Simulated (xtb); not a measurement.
C$_{2}$H$_{5}$O (SMILES C[CH-]O), charge -1, singlet, geometry from GFN2-xTB. Base run: GFN2-xTB run with xtb.

The xtb input:
```
$ xtb mol.xyz --gfn 2 --chrg -1 --json

# file mol.xyz
8

C      1.11701280    -0.45538201     0.16584940
C      0.08054857     0.68537464     0.06351505
O     -1.26679294     0.00053142    -0.21741353
H     -1.54067912    -0.29799928     0.65522787
H      0.27418481     1.16455386    -0.94448532
H      2.12245125    -0.01877928     0.23543440
H      0.95379974    -1.03911597     1.08571755
H      1.13921864    -1.19286638    -0.66877288
```

The base run was repeated with changes; each row names its change, and settings that it needs were set with it.

| change | ΔE vs base (kJ/mol) | HOMO-LUMO gap (eV) | G_solv (kcal/mol) | SCF cycles |
|---|---|---|---|---|
| base | 0.00 | 7.84 | - | 10 |
| acc = 0.0001 | 0.00 | 7.84 | - | 16 |
| alpb = thf | -238.2 | 7.88 | -58.17 | 10 |
| acc = 0.1 | 0.00 | 7.84 | - | 12 |
| gbsa = acetonitrile | -259.6 | 7.87 | -62.84 | 10 |
| gbsa = thf | -220.3 | 7.89 | -54.00 | 10 |
| alpb = benzene | -223.0 | 7.83 | -53.53 | 10 |

ALPB and GBSA are two models with their own fitted parameters for each solvent, which aren't always the measured dielectric constant.
